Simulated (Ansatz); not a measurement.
Reaction (redistribution): `CO[SiH](Cl)[GeH3]` + `[SiH3]O[SiH2]S` → `S[SiH2][GeH3]` + `CO[SiH](Cl)O[SiH3]`

Computed with Ansatz on PBE0-D4/def2-TZVP structures; ΔE is electronic, products minus reactants. CCSD(T)/CBS adds triple-zeta CCSD(T) − MP2 to the extrapolated MP2 energy (def2 sets, frozen cores). For Ge outer-core shells are correlated without core-valence functions, which leaves a few kJ/mol of doubt a bond. Scalar relativity is left out up to krypton. Each species was taken in one conformer, which may not be the lowest.

```json
{"species": "`CO[SiH](Cl)[GeH3]`", "SCS-MP2/def2-TZVPP energy (Eh)": "-2941.73614"}
{"species": "`[SiH3]O[SiH2]S`", "SCS-MP2/def2-TZVPP energy (Eh)": "-1054.62276"}
{"species": "`S[SiH2][GeH3]`", "SCS-MP2/def2-TZVPP energy (Eh)": "-2765.94224"}
{"species": "`CO[SiH](Cl)O[SiH3]`", "SCS-MP2/def2-TZVPP energy (Eh)": "-1230.42811"}
```

(1) Work out ΔE.

Largest T1 diagnostic among the species: 0.012.

Answers

(1) ΔE = (-2765.94224) + (-1230.42811) − (-2941.73614) − (-1054.62276) = -0.01145 Eh = -0.31 eV. CCSD(T)/CBS gives -0.32 eV.
